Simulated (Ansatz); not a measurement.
An input meant for NbS2⁺ (charge 1, triplet).

```yaml
crystal:
  periodic: [false, false, false]
  atoms:
    - {symbol: Nb, position_ang: [-0.001374, 1.161006, 0.243478]}
    - {symbol: S, position_ang: [-0.301374, 1.161006, 0.243478]}
    - {symbol: S, position_ang: [0.345789, -0.205066, -1.156041]}
basis:
  gaussian: {orbitals: def2-mTZVPP}
total_charge: 1
magnetization: {spin_polarized: true, initial_magnetization: 2}
hamiltonian: {xc: {name: HF}}
correlation: {method: ccsd, electrons: outside_noble_gas, diis_vectors: 4}
scf: {omitted_lower_state_checks: [starts]}
```

```sh
$ ansatz run in.yaml --threads 4 --pin off --events-out ev --progress --plain --max-ram 3916MiB
```

It prints (some lines left out):

```
Functional definition: HF
  name "HF"
  cite "Fock, Z. Phys. 61, 126 (1930) doi:10.1007/BF01340294"
  parent pbe
  exchange = exact_x
  correlation = 0
these checks for a lower state are left out or cut short: starts
867 factors; integrals over basis functions are off by at most 2.0e-4 eV
mean field evaluation 1: about -18652.2260 eV, gradient 8.4e1 eV
mean field evaluation 2: about -18652.7191 eV, gradient 8.4e1 eV
mean field evaluation 4: about -18672.5312 eV, gradient 8.5e0 eV
mean field evaluation 8: about -18673.6291 eV, gradient 1.1e0 eV
mean field evaluation 16: about -18673.7340 eV, gradient 8.9e-7 eV
mean field evaluation 32: about -18670.6102 eV, gradient 4.0e0 eV
mean field evaluation 64: about -18670.8367 eV, gradient 4.8e0 eV
mean field evaluation 96: about -18670.1615 eV, gradient 3.3e-2 eV
mean field evaluation 128: about -18672.0760 eV, gradient 9.6e0 eV
mean field evaluation 160: about -18669.7292 eV, gradient 6.2e-2 eV
mean field evaluation 192: about -18671.2356 eV, gradient 1.9e-2 eV
mean field evaluation 224: about -18673.3149 eV, gradient 6.8e-1 eV
a density is far from that of the atoms, so the factors are made again for it
976 factors; integrals over basis functions are off by at most 4.6e-5 eV
mean field evaluation 256: about -18673.7776 eV, gradient 6.4e-1 eV
mean field evaluation 288: about -18672.1390 eV, gradient 1.0e1 eV
mean field evaluation 320: about -18670.1697 eV, gradient 5.1e-1 eV
mean field evaluation 352: about -18672.8736 eV, gradient 1.5e-3 eV
mean field evaluation 384: about -18669.7073 eV, gradient 3.0e-1 eV
mean field evaluation 416: about -18671.2375 eV, gradient 1.4e-1 eV
mean field evaluation 448: about -18671.4837 eV, gradient 4.1e0 eV
mean field -18674.27720211 eV, -686.2670292978 hartree, gradient 3.6e-6 eV, S^2 2.020532; 4 other end points of the search recorded, 0 dependent functions left out
determinant -18674.27720211 eV, -686.2670292978 hartree, with singles and doubles -18680.84278235 eV, -686.5083099213 hartree
determinant -18673.73452692 eV, -686.2470863525 hartree, with singles and doubles -18680.33661399 eV, -686.4897085771 hartree
determinant -18672.87362927 eV, -686.2154489474 hartree, with singles and doubles -18679.34253457 eV, -686.4531768325 hartree
determinant -18671.23616730 eV, -686.1552733297 hartree, with singles and doubles -18677.32673350 eV, -686.3790975093 hartree
determinant -18674.27720211 eV, -686.2670292978 hartree, with singles and doubles -18680.84863164 eV, -686.5085248788 hartree
determinant -18673.73452692 eV, -686.2470863525 hartree, with singles and doubles -18680.34063748 eV, -686.4898564376 hartree
14 core orbitals not correlated: weight in the atoms' cores, before any rotation towards them, 0.413 or more for the frozen orbitals, at most 0.093 for the correlated occupied ones
reference -18674.27720211 eV, -686.2670292978 hartree; 9, 7 occupied and 64, 66 virtual orbitals, 976 factors
second order -6.07384846 eV of doubles, -0.00000000 eV of singles
cycle   1  -6.57142985 eV  change   -3.1e-7 eV  update   3.1e-6
Total energy: -18680.84863195 eV, -686.5085248903 hartree
Checks for a lower state left out: starts
```

In this input one atom was put on top of another. The calculation finished and met its thresholds. The result belongs to that input, not to the species as meant.

In the def2 sets Nb takes a core potential; there is no spin–orbit coupling. Correlated methods freeze 14 core orbitals.
